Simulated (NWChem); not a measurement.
# Total energies of H2Be

```
Be
H 1 1.3442
H 1 1.3442 2 180.00
```
Charge 0, spin multiplicity 1.

Program: NWChem. Structure: optimised with PBE/def2-SVP, a minimum by its harmonic frequencies.

Basis set: def2-QZVP (96 functions).

```
method   total energy (Ha)
-------  -----------------
RHF              -15.77272
MP2              -15.83589
B2PLYP           -15.88994
PBE              -15.86532
B3LYP            -15.92558
r2SCAN           -15.89281
CCSD(T)          -15.85129
```

Total energies of different functionals aren't comparable as a measure of quality: only differences taken within one method are. 

The correlated methods keep 1 core orbital frozen. B3LYP has NWChem's definition, with VWN1-RPA local correlation. The structure started from a generated list of species. Coupled-cluster values serve here as a point of comparison, not as the truth.
